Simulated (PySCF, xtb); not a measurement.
In(F)(Br)(vinyl) (C2H3BrFIn), SMILES C=[CH][In]([F])[Br].

GFN2-xTB (xtb) at its own geometry gives an orbital gap of 2.90 eV and a dipole moment of 6.82 D.

Geometry: B3LYP-D3(BJ)/def2-SVP. The structure was generated by enumeration; whether it is a known compound was not checked. The def2 effective core potentials stand for the cores of In; spin–orbit coupling is left out. Other conformers were not sampled.

### Question
What does PySCF with PBE/def2-TZVP give? (The exact figures need the calculation; the answer reports its results.)

### Answer
gap 4.23 eV (levels -7.05 and -2.81 eV), dipole 4.00 D.
